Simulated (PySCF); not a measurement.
**Excitation energy of Ga by level of theory**

Ga [Ar] 3d10 4s2 4p1 (2P) → Ga [Ar] 3d10 4s1 4p2 (4P), as a difference of total energies. Calculation: PySCF 2.14, in aug-cc-pwCVDZ-PP with ECP10MDF (6s5p4d1f, 48 functions); a scalar-relativistic core potential. Correlated levels: valence: 3s2 3p6 3d10 frozen; valence and next inner shell: nothing frozen outside the core potential. The calculations carry no spin-orbit coupling.

```csv
method,excitation energy (eV)
UHF,3.322
LDA,5.345
PBE,5.090
PBE0,4.762
r2SCAN,4.680
r2SCAN0,4.517
PW91,5.085
revPBE,4.959
wB97X,5.458
MP2 (valence),3.972
SCS-MP2 (valence),4.218
MP2 (valence and next inner shell),4.464
SCS-MP2 (valence and next inner shell),4.640
```

**Question.** How much does correlation contribute at MP2 (valence and next inner shell)?

**Answer.** 4.464 − (3.322) = 1.142 eV, measured against UHF.
